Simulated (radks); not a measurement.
Q: Species: P3+. Configuration: [Ne] 3s2. All-electron calculation, scalar-relativistic Kohn-Sham, r2SCAN, spin-unpolarised, spherical densities, finite nucleus; meta-GGA in the generalised Kohn-Sham scheme; Fermi nuclear charge, rms radius 3.1889 fm. Program: a radial shooting solver on a logarithmic mesh with Libxc functionals. Some entries of the table are withheld. Estimate them.

orbital,occ.,eigenvalue (eV),<1/r> (bohr^-1),<r> (bohr)
1s,2,-2136.341,(1),0.1036
2s,2,-216.8558,(2),0.5162
2p,6,-165.4454,2.720,0.4822
3s,2,(3),0.8125,1.680

A: 
(1) 1s <1/r> (bohr^-1): 14.65
(2) 2s <1/r> (bohr^-1): 2.841
(3) 3s eigenvalue (eV): -45.8205
